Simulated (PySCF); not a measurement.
## A single-point calculation

[Ta(SH)4]+ (singlet). PySCF 2.14.0, RKS B3LYP, Ta def2-SVP with ECP60, S def2-SVP, H def2-SVP; non-relativistic Hamiltonian with scalar-relativistic core potentials where named; density fitting; no spin-orbit coupling. Purpose: singlet excitations, Tamm-Dancoff B3LYP. The geometry is a saddle point of the state and level it was relaxed for.

```python
mol = gto.M(atom='''
Ta    -0.00000     0.00000     0.00182
S      2.23754     0.42352     0.66075
H      2.62622    -0.68665     1.33147
S     -0.42352     2.23754     0.66075
H      0.68665     2.62622     1.33147
S     -2.23754    -0.42352     0.66075
H     -2.62622     0.68665     1.33147
S      0.42352    -2.23754     0.66075
H     -0.68665    -2.62622     1.33147''',
    basis={'Ta': 'def2-SVP', 'S': 'def2-SVP', 'H': 'def2-SVP'},
    ecp={'Ta': 'def2-SVP'},
    charge=1, spin=0)
mf = dft.RKS(mol, xc='B3LYP')
mf.grids.atom_grid = (50, 194)
mf = mf.density_fit()  # fitting sets: Ta def2-universal-JKFIT, S def2-universal-JKFIT, H def2-universal-JKFIT
mf.conv_tol = 1e-08; mf.max_cycle = 55
mf.kernel(dm0)  # dm0: converged density of the relaxed state
td = mf.TDA(); td.nstates = 8; td.kernel()
```

Run from Python with OMP_NUM_THREADS=2; the lines above give its settings. Where DIIS fails, smearing, a level shift and second-order steps follow.
It took 46 s on 2 threads of Arm Neoverse V2, on a shared host, from an already converged density.

Task: Where do the frontier levels lie, over both spins?

Result: HOMO -12.03 eV, LUMO -9.29 eV. 

Task: What does the SCF print?

Result: 
```
init E= -1651.57079282976
cycle= 1 E= -1651.57240509025  delta_E= -0.00161  |g|= 0.021  |ddm|= 0.203
cycle= 2 E= -1651.57158453452  delta_E= 0.000821  |g|= 0.0553  |ddm|= 0.0812
cycle= 3 E= -1651.57245243416  delta_E= -0.000868  |g|= 0.0162  |ddm|= 0.0718
cycle= 4 E= -1651.57252880002  delta_E= -7.64e-05  |g|= 0.00191  |ddm|= 0.0156
cycle= 5 E= -1651.57252986413  delta_E= -1.06e-06  |g|= 0.000584  |ddm|= 0.00212
cycle= 6 E= -1651.57252996367  delta_E= -9.95e-08  |g|= 0.000108  |ddm|= 0.000581
cycle= 7 E= -1651.57252996756  delta_E= -3.89e-09  |g|= 3.28e-05  |ddm|= 0.000168
Extra cycle  E= -1651.57252996652  delta_E= 1.04e-09  |g|= 6.74e-05  |ddm|= 0.000123
converged SCF energy = -1651.57252996652
```

Task: What are the Mulliken charges and spins?

Result: 
| atom | charge (e) | spin (e) |
| --- | --- | --- |
| Ta1 | 0.770 | 0.000 |
| S2 | -0.107 | 0.000 |
| H3 | 0.164 | 0.000 |
| S4 | -0.107 | 0.000 |
| H5 | 0.164 | 0.000 |
| S6 | -0.107 | 0.000 |
| H7 | 0.164 | 0.000 |
| S8 | -0.107 | 0.000 |
| H9 | 0.164 | 0.000 |

Task: Which singlet excitations follow (Tamm-Dancoff, 8 states)?

Result: 
| state | eV | oscillator strength |
| --- | --- | --- |
| 1 | 1.77 | 0.0000 |
| 2 | 2.02 | 0.0043 |
| 3 | 2.02 | 0.0043 |
| 4 | 2.15 | 0.0001 |
| 5 | 2.44 | 0.0015 |
| 6 | 2.53 | 0.0112 |
| 7 | 2.53 | 0.0112 |
| 8 | 2.93 | 0.0000 |
Functionals without range separation put charge-transfer states too low; the basis has no diffuse functions.

The geometry was relaxed with PBE0 (Ta def2-SVP with ECP60, S def2-SVP, H def2-SVP).
